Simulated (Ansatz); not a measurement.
Correlation energies of `C#C[Se]BF` by basis set

Cartesian coordinates in Å:
```
C -0.404 -1.598 1.424
C 0.284 -0.776 0.879
Se 1.401 0.445 0.107
B 0.182 1.254 -1.171
F -1.068 0.873 -1.283
H -1.022 -2.322 1.901
H 0.627 2.123 -1.858
```

Charge 0, multiplicity 1. Correlated methods include outer-core shells of Se, which these sets cover unevenly. Scalar relativity is left out up to krypton. The structure was optimised at the PBE0-D4/def2-TZVP level. It is one conformer, not always the lowest. Frozen core, restricted reference, Ansatz 0.2.0.

| basis | HF (Eh) | MP2 corr. | CCSD corr. | (T) | CCSD(T) total |
| --- | --- | --- | --- | --- | --- |
| def2-SVP | -2600.40737 | -0.74550 | -0.76627 | -0.02544 | -2601.19908 |
| def2-TZVPP | -2600.94744 | -0.91302 | -0.92739 | -0.04039 | -2601.91522 |
| def2-QZVPP | -2601.00324 | -1.26519 | – | – | – |
